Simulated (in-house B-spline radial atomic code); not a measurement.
Zn⁺. Computed with a B-spline radial atomic code. Model: all-electron spherical atom, spin shells full or empty, radial basis limit, no spin-orbit coupling, Breit or QED, empty-state partial waves extrapolated as (l+1/2)^-4, RPA, G0W0 and static COHSEX of the highest shell as one setting changes (uncorrelated shells keep exact exchange).

Empty levels are discrete states of a finite basis, so the steps are uneven.

Given: element Zn; charge 1; filled core Ar; hamiltonian one-electron scalar X2C; mean-field start PBE; highest l of empty states 9; nuclear rms radius 3.9283 fm; lowest nl shells left uncorrelated 3; highest mean-field shell 4s up; box radius 23.78 bohr.

Shell: 3d 5 5, 4s 1 0 (electrons up and down).

| highest empty level kept (hartree) | RPA correlation energy (hartree) | G0W0 level (eV) | G0W0 minus most complete (meV) | COHSEX level (eV) | linearised minus solved G0W0 (meV) |
| --- | --- | --- | --- | --- | --- |
| 1.33 | -0.20713 | -18.061 | 654.4 | -19.145 | 3.1 |
| 2.67 | -0.35176 | -18.276 | 439.5 | -19.515 | 1 |
| 4.67 | ? | ? | ? | ? | ? |
| 8 | -0.73181 | -18.556 | 159.7 | -20.025 | -1.3 |
| 13.33 | ? | ? | ? | ? | ? |
| 24 | -1.1357 | -18.664 | 51.1 | -20.296 | -2 |
| 40 | -1.2757 | -18.688 | 26.8 | -20.376 | -2.1 |
| 80 | -1.3812 | -18.705 | 10 | -20.436 | -2.3 |
| 160 | -1.4274 | -18.713 | 2.6 | -20.461 | -2.3 |
| 333.33 | -1.437 | -18.715 | 0.6 | -20.468 | -2.3 |
| 800 | -1.4392 | -18.715 | 0.1 | -20.471 | -2.3 |
| 2666.7 | -1.4395 | -18.715 | 0 | -20.471 | -2.3 |

Task: What follows for highest empty level kept = 4.67?

Result: RPA correlation energy -0.51154 hartree; G0W0 level -18.442 eV; G0W0 minus most complete 272.9 meV; COHSEX level -19.797 eV; linearised minus solved G0W0 -0.5 meV.

Task: What follows for highest empty level kept = 13.33?

Result: RPA correlation energy -0.91277 hartree; G0W0 level -18.615 eV; G0W0 minus most complete 100.7 meV; COHSEX level -20.17 eV; linearised minus solved G0W0 -1.7 meV.
